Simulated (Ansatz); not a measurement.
BeH4Si (SMILES [BeH][SiH3]) moved off its minimum; all values from Ansatz (a first-principles code), cores frozen in correlated methods.
(charge 0, multiplicity 1)
```xyz
6

Be    -1.3879    -0.8116    -0.3031
H     -2.4905    -1.1901    -0.3227
Si     0.4710     0.4026    -0.1566
H      1.1475     0.0191     1.4343
H      0.3029     1.7882    -0.0046
H      1.3287    -0.2835    -1.1935
```

Forces at B3LYP/def2-TZVPP (eV/Å):

```csv
atom,Fx,Fy,Fz
Be1,3.341,2.005,0.307
H2,-3.290,-1.495,-0.138
Si3,0.452,-3.471,2.450
H4,-0.836,0.429,-2.390
H5,0.087,1.663,-0.449
H6,0.247,0.869,0.220
```

**Question.** Give the forces (eV/Å), the total energy and the dipole at CCSD(T)/aug-cc-pV(T+d)Z.

**Answer.** 
| atom | Fx | Fy | Fz |
|---|---|---|---|
| Be1 | 3.398 | 1.996 | 0.304 |
| H2 | -3.402 | -1.527 | -0.139 |
| Si3 | 0.518 | -3.447 | 2.468 |
| H4 | -0.841 | 0.423 | -2.385 |
| H5 | 0.072 | 1.704 | -0.446 |
| H6 | 0.255 | 0.850 | 0.198 |
Energy -306.0728 hartree, dipole 0.98 D.
